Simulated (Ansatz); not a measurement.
Ideal-gas functions of CH4ClIn (`[CH3][InH][Cl]`) at 800 K and 1 bar, from an Ansatz frequency run at PBE0-D4/def2-TZVP.

Molar mass 166.31 g/mol, point group C1 (symmetry number 1), electronic degeneracy 1, moments of inertia 53.249, 189.265, 239.365 u Å². Harmonic wavenumbers (cm⁻¹, unscaled): 20, 110, 340, 368, 478, 534, 713, 744, 1199, 1446, 1447, 1860, 3067, 3158, 3174.

Use S(trans) = R[1.5 ln M + 2.5 ln T − 1.1517]; rotational temperatures θ = 24.2544 K / I; S(rot) = R[ln(√π/σ · √(T³/θAθBθC)) + 1.5]; for each mode x = 1.438777 ν̃/T, S = R[x/(eˣ − 1) − ln(1 − e⁻ˣ)] and H = RT x/(eˣ − 1); 1 cm⁻¹ = 0.0119627 kJ/mol; R = 8.31446 J/(mol·K).

**Question.** By hand: the entropy, in J/(mol·K).

**Answer.** Translation 193.1. Rotation: θ = 0.4555, 0.1282, 0.1013 K, giving 121.9. Vibration, mode by mode: 35.96, 21.80, 12.53, 11.90, 9.82, 8.96, 6.79, 6.49, 3.37, 2.38, 2.37, 1.31, 0.22, 0.19, 0.19, in all 124.3. Electronic 0.0. Sum 439.3 J/(mol·K).

**Question.** By hand: H − E and G − E in kJ/mol, counted from the electronic energy.

**Answer.** Zero-point energy ½ × 18658 × 0.0119627 = 111.6; thermal vibration 42.5; translation, rotation and pV give 4 RT = 26.6. H − E = 180.7 kJ/mol, and G − E = 180.7 − 800 × 439.3/1000 = -170.7 kJ/mol.

Vibration gives 28 % of the entropy, 57.8 J/(mol·K) of it from the modes under 150 cm⁻¹: soft modes count most, and the harmonic formula is weakest for them. The sum counts one conformer and one mirror image; others add a mixing term.
